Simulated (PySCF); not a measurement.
## Electronic structure of Al³⁺ (aluminium, charge +3) at the UHF level

Configuration: [Ne], closed-shell 1S. Computed with PySCF 2.14 in dyall-av3z, with no relativity, point nucleus.

```json
{"Total energy": "-240.000170 hartree", "One-electron energy": "-321.2827 hartree", "Hartree (Coulomb) energy": "98.7308 hartree", "Exchange energy": "-17.4482 hartree", "Kinetic energy": "239.99978 hartree", "⟨S²⟩": "0.0000", "⟨L²⟩": "0.000", "Sum of ⟨r⟩": "5.055 bohr", "Sum of ⟨r²⟩": "3.635 bohr²", "Density at the nucleus (Gaussians lack the cusp)": "1390 bohr⁻³", "Langevin diamagnetic susceptibility": "-2.88 ×10⁻⁶ cm³/mol"}
```

```tsv
shell	electrons	mean orbital energy (eV)	rms radius, mean of both spins (bohr)
1s	2	-1627.0	0.139
2s	2	-167.38	0.676
2p	6	-121.70	0.668
```
